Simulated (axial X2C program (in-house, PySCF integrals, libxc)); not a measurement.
## Correcting the dissociation energy of TeO for spin–orbit coupling

A spin-free PBE0 curve (one-electron X2C) was computed with an in-house all-electron X2C program for linear molecules (integrals from PySCF), basis Te dyall-cv3z [11s12p8d4f1g], O dyall-av3z [7s6p3d2f] (cores contracted in-house), for the state M_S = 1, Λ = 0 (beyond evenly filled blocks: π+α, π-α). It gives D0 = 4.006 eV to Te + O, which in a spin-free picture are the weighted means of the ground terms.

Measured levels of the ground terms (NIST Handbook of Basic Atomic Spectroscopic Data), in cm⁻¹: Te 3P: J = 2 at 0, J = 0 at 4706.5, J = 1 at 4750.7; O 3P: J = 2 at 0, J = 1 at 158.3, J = 0 at 227.

The molecular state has Λ = 0, so it has no first-order lowering.

Problem. How far does each ground level lie under the (2J+1)-weighted mean of its term?

Solution. Te: (5 × 0 + 1 × 4706.5 + 3 × 4750.7)/9 = 2107 cm⁻¹; O: (5 × 0 + 3 × 158.3 + 1 × 227)/9 = 78 cm⁻¹.

Problem. Correct D0.

Solution. D0 = 4.006 + (0 − 2185)/8065.5 = 3.735 eV at PBE0 with these spin–orbit terms.

Second-order spin–orbit effects in the molecule, which grow quickly with Z, are left out. The state is a single determinant with fixed occupations, the lowest that a limited PBE0 search found. Dissociation energies refer to the lowest single-determinant-based atoms at the same level and basis. Other states lie close and PBE0, whose exact exchange favours high spin, may order them wrongly; the determinant shown need not be the ground state. The nearest other spin-free determinant of the search, M_S = 0, Λ = 2, lies 0.76 eV up at the distance of the search. The stretched end of a curve changes character and is left out.
